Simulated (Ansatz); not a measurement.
Molecule: sum formula H2BO2, charge -1, multiplicity 1. SMILES of the parent species: O[B]O
Geometry from a B3LYP-D3(BJ)/def2-TZVP (Ansatz, a program for electronic structure) optimisation:
```xyz
5

B      0.2717    -0.5450     0.2858
O      0.8850     0.1384    -0.7610
H      0.3290     0.9186    -1.0496
O     -0.9480    -0.0120     0.6947
H     -1.1831     0.7945     0.1512
```
Charge -1, spin multiplicity 1.

Q: Give the harmonic wavenumbers at B3LYP-D3(BJ)/def2-TZVP (Ansatz, finite differences of forces, unscaled).

A: 539, 546, 607, 931, 1018, 1169, 1185, 3096, 3123 cm⁻¹. Zero-point energy 17.5 kcal/mol.

Q: From these and the geometry, give the ideal-gas thermochemistry at 298.15 K and 1 atm (rigid rotor, harmonic oscillator).

A: Point group C2v, rotational symmetry number 2. Rotational constants 70.34, 11.01, 9.521 GHz. S(trans) 37.33, S(rot) 19.93, S(vib) 1.86, S(elec, spin only) 0.00, S 59.1 cal/(mol K). H(298) - H(0) 2.79 kcal/mol; G - E(el) 2.6 kcal/mol.
